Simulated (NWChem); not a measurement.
# C3H8N, doublet; SMILES CC[N]C

```xyz
12

C      0.1728    -1.8838     0.0347
C     -0.4231    -0.4835    -0.0986
N      0.5414     0.5396     0.2326
C     -0.0094     1.8667     0.1169
H     -0.5672    -2.6508    -0.2204
H      1.0348    -1.9990    -0.6307
H      0.5144    -2.0595     1.0601
H     -0.7982    -0.3217    -1.1274
H     -1.3138    -0.3811     0.5506
H      0.7444     2.6162     0.3772
H     -0.8830     2.0024     0.7792
H     -0.3651     2.0689    -0.9093
```
Atoms are numbered in this order, from 1.

Results from NWChem. Pople sets run with spherical d functions. Spin-unrestricted. Structure relaxed at the B3LYP/6-31G* (spherical d), spin-unrestricted level. No stability test was run on the SCF state. Vzz is the largest principal value of the second derivative of the potential at the nucleus (NWChem prints the opposite sign); η is the asymmetry. Non-relativistic.

For level CAM-B3LYP/def2-SVP:

```
Property        Value
-------------  ------
Vzz N3 (a.u.)  -0.881
```

Question: How do the values read with level PBE/6-31G* instead?

Answer: 
- Vzz N3 (a.u.) = -0.780
